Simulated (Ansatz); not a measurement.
Program: Ansatz. Geometries: PBE0-D4/def2-TZVP. ΔE: electronic, gas phase. CCSD(T)/CBS adds triple-zeta CCSD(T) − MP2 to the extrapolated MP2 energy (def2 sets, frozen cores). Functionals use def2-TZVPP. B3LYP here is the variant with VWN-RPA as its local correlation; programs differ in this. One conformer a species, not always the lowest.

Consider the isomerisation: `O[SiH2][SiH](F)S` → `O[Si](F)([SiH3])S`.

`O[SiH2][SiH](F)S`:

Cartesian coordinates in Å:
```
O 1.981 0.891 0.330
Si 0.694 0.354 1.214
Si -0.773 -0.759 -0.243
F -2.121 -1.209 0.502
S -1.163 0.677 -1.775
H 1.783 1.318 -0.506
H -0.048 1.468 1.871
H 1.242 -0.545 2.257
H -0.225 -1.975 -0.895
H -1.370 -0.220 -2.754
```

`O[Si](F)([SiH3])S`:

```xyz
10

O    -0.329    0.905   -1.767
Si   -0.558    0.330   -0.259
F    -1.265    1.421    0.676
Si    1.528   -0.197    0.642
S    -1.903   -1.323   -0.388
H    -1.098    1.054   -2.322
H     1.325   -0.740    2.011
H     2.172   -1.233   -0.205
H     2.400    1.005    0.714
H    -2.273   -1.221    0.899
```

(1) Is it downhill or uphill in electronic energy at CCSD(T)/CBS, and by how much? (Best estimate.)

(2) What do these levels give: B3LYP-D4, ωB97X-V, B2PLYP, PBE0, B3LYP, HF/def2-TZVPP, SCS-MP2/def2-TZVPP, HF/def2-QZVPP, MP2/def2-QZVPP, SCS-MP2/def2-QZVPP, MP2/CBS(def2), CCSD/CBS(def2)? (Best estimate.)

Largest T1 diagnostic among the species: 0.013.

Results:

(1) Computed: Downhill: ΔE = -35.8 kJ/mol.

(2) Computed: B3LYP-D4 -35.6, ωB97X-V -36.2, B2PLYP -35.4, PBE0 -35.7, B3LYP -34.3, HF/def2-TZVPP -35.0, SCS-MP2/def2-TZVPP -34.7, HF/def2-QZVPP -34.5, MP2/def2-QZVPP -35.3, SCS-MP2/def2-QZVPP -33.7, MP2/CBS(def2) -34.7, CCSD/CBS(def2) -35.4 kJ/mol.
